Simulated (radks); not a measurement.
Q: Isoelectronic series with 16 electrons, each ion in its NIST ground configuration. All-electron calculation, scalar-relativistic Kohn-Sham, PBE, spin-unpolarised, spherical densities, finite nucleus; Fermi nuclear charge, rms radius of each element as measured or else 0.836 A^(1/3) + 0.57 fm. Program: a radial shooting solver on a logarithmic mesh with Libxc functionals. Total energies (hartree) and mean radii <r> (bohr):

| ion | configuration | E (hartree) | 3p | 3s |
|---|---|---|---|---|
| S | [Ne] 3s2 3p4 | -399.04554 | 2.072 | 1.694 |
| Ar2+ | [Ne] 3s2 3p4 | -527.58588 | 1.467 | 1.329 |
| Ca4+ | [Ne] 3s2 3p4 | -675.25901 | 1.160 | 1.096 |
| Ti6+ | [Ne] 3s2 3p4 | -842.09420 | 0.9661 | 0.9349 |
| Cr8+ | [Ne] 3s2 3p4 | -1028.16471 | 0.8299 | 0.8158 |
| Fe10+ | [Ne] 3s2 3p4 | -1233.56757 | 0.7284 | 0.7240 |
| Ni12+ | [Ne] 3s2 3p4 | -1458.41798 | 0.6495 | 0.6509 |
| Zn14+ | [Ne] 3s2 3p4 | -1702.84576 | 0.5862 | 0.5912 |
| Ge16+ | [Ne] 3s2 3p4 | -1966.99601 | 0.5343 | 0.5415 |
| Se18+ | [Ne] 3s2 3p4 | -2251.02835 | 0.4908 | 0.4994 |
| Kr20+ | [Ne] 3s2 3p4 | -2555.11600 | 0.4539 | 0.4633 |
| Sr22+ | [Ne] 3s2 3p4 | -2879.44706 | 0.4221 | 0.4319 |
| Zr24+ | [Ne] 3s2 3p4 | -3224.22434 | 0.3945 | 0.4044 |
| Mo26+ | [Ne] 3s2 3p4 | -3589.66435 | 0.3702 | 0.3800 |
| Ru28+ | [Ne] 3s2 3p4 | -3976.00519 | 0.3486 | 0.3583 |
| Pd30+ | [Ne] 3s2 3p4 | -4383.49831 | 0.3294 | 0.3388 |
| Sn34+ | [Ne] 3s2 3p4 | -5263.03692 | 0.2965 | 0.3053 |
| Te36+ | [Ne] 3s2 3p4 | -5735.67741 | 0.2824 | 0.2907 |

Estimate the row of Cd32+ ([Ne] 3s2 3p4).

A: E (hartree) -4812.41171; 3p 0.3121; 3s 0.3212.
